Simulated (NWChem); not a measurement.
**Atomisation of HCl$_{3}$Ge**

```xyz
5

Ge     0.0304     0.4349     0.0000
Cl    -1.0203    -0.2415     1.7337
Cl    -1.0203    -0.2415    -1.7337
Cl     1.9753    -0.4508     0.0000
H      0.1368     1.9576     0.0000
```
Charge 0, spin multiplicity 1.

The numbers come from NWChem runs, not from measurements. Structure: optimised with PBE0/def2-SVP, a minimum by its harmonic frequencies.

Basis set: def2-TZVP. The atomisation energy is electronic alone: no zero-point, thermal, spin-orbit or counterpoise terms. No value is extrapolated to the basis-set limit. Free atoms are single determinants with multiplicities Ge 3, Cl 2, H 2. Correlated methods freeze the same cores in atoms and molecule, 24 orbitals in all.

| method | atomisation energy (kcal/mol) | relative cost |
|---|---|---|
| HF | 235.3 | 1 |
| B3LYP | 311.0 | under 3 |
| PBE0 | 323.4 | under 3 |
| BP86 | 325.1 | under 3 |
| BLYP | 306.9 | under 3 |
| PBE | 327.1 | under 3 |
| r2SCAN | 330.4 | under 3 |
| MP2 | 328.3 | under 3 |

The values span 95.1 kcal/mol, from HF (lowest) to r2SCAN (highest). Costs are rough ratios of processor time within this set of runs, SCF included, with HF as 1. Costs are the molecule's.

The Hamiltonian is non-relativistic. B3LYP has NWChem's definition, with VWN1-RPA local correlation. The structure started from a generated list of species. The stability of the SCF solutions was not checked. Open-shell Hartree-Fock references start from PBE0 orbitals; any time given for them includes that run.
